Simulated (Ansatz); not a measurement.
```xyz
14

C     0.0000   -0.4559   -2.0615
C     0.0000    0.4481   -0.6903
C     0.0000   -0.4481    0.6903
C     0.0000    0.4559    2.0615
H     0.0000    0.2239   -3.0369
H     0.9585   -1.1597   -2.1154
H    -0.9585   -1.1597   -2.1154
H    -0.9502    1.1702   -0.6863
H     0.9502    1.1702   -0.6863
H     0.9502   -1.1702    0.6863
H    -0.9502   -1.1702    0.6863
H     0.0000   -0.2239    3.0369
H     0.9585    1.1597    2.1154
H    -0.9585    1.1597    2.1154
```

Basis set: cc-pVDZ (spherical functions). Frozen core: 4 orbitals. Charge 0, multiplicity 1.

Computed with Ansatz (development build ahead of 0.2.0); each method stands on the lowest determinant of its kind that the runs found. Restricted open shells among the atoms or ions are ROHF, correlated in semicanonical orbitals with singles.

(1) Give the atomization energy at this shape (free ground-state atoms in the same class of orbitals less the molecule, no zero-point energy) of singlet C₄H₁₀ by RHF-MP2, RHF.

## Answers

(1)

```
 method  atomization energy
RHF-MP2    1189.00 kcal/mol
    RHF     949.13 kcal/mol
```

Caution: no unrestricted run beside it, a lower state can exist; the shape is not the minimum.
